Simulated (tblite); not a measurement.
Compound: C6H9ClF (doublet state).
Numbering: `[CH2:1][CH2:2][CH2:3]/[C:4](=[CH:5]/[F:6])[CH2:7][Cl:8]` (hydrogens: H9, H10 on C1; H11, H12 on C2; H13, H14 on C3; H15 on C5; H16, H17 on C7)

Cartesian coordinates in Å at the GFN2-xTB level; atoms count from 1:
```
atom  x, y, z in Å
C1     2.248    0.081    0.065
C2     1.277    0.236   -1.022
C3    -0.059    0.893   -0.544
C4    -0.808    0.000    0.394
C5    -0.693    0.144    1.708
F6    -1.318   -0.663    2.583
C7    -1.661   -1.068   -0.206
Cl8   -3.041   -0.322   -1.087
H9     2.198   -0.762    0.727
H10    2.929    0.874    0.305
H11    1.031   -0.734   -1.460
H12    1.682    0.884   -1.802
H13   -0.676    1.089   -1.422
H14    0.176    1.841   -0.059
H15   -0.093    0.892    2.203
H16   -2.087   -1.721    0.553
H17   -1.113   -1.652   -0.945
```

Computed values, GFN2-xTB/tblite, gas phase, harmonic and unscaled. Errors from tens to a few hundred cm⁻¹ against measured bands are possible. One conformer, not necessarily the lowest. Open shells enter through the occupations alone, without spin polarisation, and single modes of such species can be off by tens of per cent.

Harmonic wavenumbers (cm⁻¹): 30.0, 54.1, 80.3, 96.2, 170.2, 186.5, 232.4, 285.8, 372.5, 379.7, 523.6, 539.8, 588.8, 707.8, 791.0, 798.5, 853.1, 896.2, 923.7, 947.8, 1054.7, 1077.6, 1113.3, 1135.6, 1176.3, 1202.5, 1225.9, 1235.8, 1271.5, 1295.0, 1315.0, 1401.1, 1424.2, 1464.9, 1472.7, 1712.3, 2958.5, 2971.6, 2977.2, 2992.3, 3004.5, 3005.6, 3091.9, 3136.1, 3177.2.

A = 1911, B = 1142, C = 785.6 MHz; mass 135.038 u (most abundant isotopes); point group C1, symmetry number 1; spin multiplicity 2.

**Question.** Zero-point energy?

**Answer.** Half the sum of the wavenumbers: 28676 cm⁻¹ = 81.99 kcal/mol.

**Question.** Entropy at 298.15 K, 1 bar (ideal gas, RRHO, classical rotation)?

**Answer.** Translation 40.64, rotation 29.62, vibration 31.54, spin (R ln 2) 1.38: S = 103.2 cal/(mol K).

**Question.** And Cp and H(298.15 K) − H(0)?

**Answer.** Cp = 36.42 cal/(mol K), of which vibrations give 28.47 (their classical limit is 45 R = 89.4); H(298.15 K) − H(0) = 6.96 kcal/mol without the zero-point energy, 4.59 from vibrations.

**Question.** Which modes carry the vibrational entropy at 298.15 K?

**Answer.** 30.0 cm⁻¹: 5.83; 54.1 cm⁻¹: 4.66; 80.3 cm⁻¹: 3.88; 96.2 cm⁻¹: 3.53; 170.2 cm⁻¹: 2.43; 186.5 cm⁻¹: 2.26 cal/(mol K); the other 39 give 8.94 together.

**Question.** Blend soft modes into free rotors: weight 1/[1 + (100 cm⁻¹/ν̃)⁴] for the oscillator and the rest for a rotor with moment μB/(μ + B), μ = h/(8π²ν), B = 10⁻⁴⁴ kg m². What vibrational entropy results?

**Answer.** 27.77 cal/(mol K) in place of 31.54, which changes −T·S at 298.15 K by +1.13 kcal/mol.

Hindered rotation and anharmonicity are outside this model. Other conformers, if any are populated, would add a mixing term that is left out. The structure is chiral; the term R ln 2 for an equal mix with its mirror image is left out.
